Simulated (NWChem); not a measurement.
## silole (C4H6Si) in NWChem

```
C
C 1 1.3499
H 2 1.0918 1 122.45
H 1 1.0962 2 123.39 3 0.00
C 1 1.4809 4 119.52 2 180.00
C 5 1.3499 1 117.09 4 180.00
H 6 1.0918 5 122.45 1 180.00
H 5 1.0962 6 123.39 7 0.00
Si 2 1.8742 3 130.96 1 180.00
H 9 1.4960 2 113.93 3 62.32
H 9 1.4960 10 108.09 2 127.71
```
Charge 0, spin multiplicity 1.

Everything below was run with NWChem. The geometry was optimised at PBE0/def2-SVP, a minimum by its harmonic frequencies. It is one conformer; others weren't searched.

No SCF solution was tested for a lower state.

Worked example. At PBE/def2-TZVP the parent has a total energy of -445.18672 Ha and the doublet with one electron less, at the same geometry, -444.86401 Ha. The vertical ionisation energy is their difference.

ΔE = -444.86401 − (-445.18672) = 0.32271 Ha. Times 27.2114 eV/Ha this is 8.78 eV, or 847 kJ/mol; λ = 1239.84/8.78 = 141.2 nm. No relaxation of the ion's geometry and no zero-point term enter.
